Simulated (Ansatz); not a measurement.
Cr₃P₃, relaxed as a doublet with UKS PBE0-D4/def2-SVP in Ansatz, starting from the GFN1-xTB geometry. Force threshold 0.02 eV/Å.

The charge 0 doublet is spin-contaminated (final ⟨S²⟩ up to 6.55, 0.75 for a pure state). At PBE0-D4/def2-SVP a quartet of charge 0 lies 1.24 eV below the doublet, each at its own geometry. The structure comes from a short search, and lower isomers may exist.

Start:

```xyz
6

Cr    0.373   -0.732    0.918
Cr    0.807    1.182   -0.466
Cr   -0.390   -0.516   -1.355
P    -1.859   -0.324    0.444
P    -0.758    1.261    1.257
P     1.826   -0.871   -0.798
```

```
step   energy (eV)  largest force component (eV/Å)  SCF passes
   1  -113082.3557                           2.951         127
   2  -113083.0397                           1.594          62
   3  -113083.3991                           0.584          69
   4  -113083.4947                           0.533          70
   5  -113083.5626                           0.436          70
   6  -113083.6018                           0.532          70
   7  -113083.6321                           0.125          68
   8  -113083.6357                           0.048          59
   9  -113083.6360                           0.017          50
```

Force components are those of the run's own axes.

End:

```xyz
6

Cr    0.485   -0.869    1.194
Cr    1.203    1.249   -0.185
Cr   -0.580   -0.344   -1.330
P    -1.905   -0.563    0.606
P    -0.900    1.329    0.703
P     1.697   -0.802   -0.988
```

Bonds formed: Cr3–P5 (atoms count from 1).

No frequencies were taken in this run, so the end may be a saddle point.

Run time 89 s (4 threads of Arm Neoverse V2 on a shared host), peak host memory 0.89 GiB.
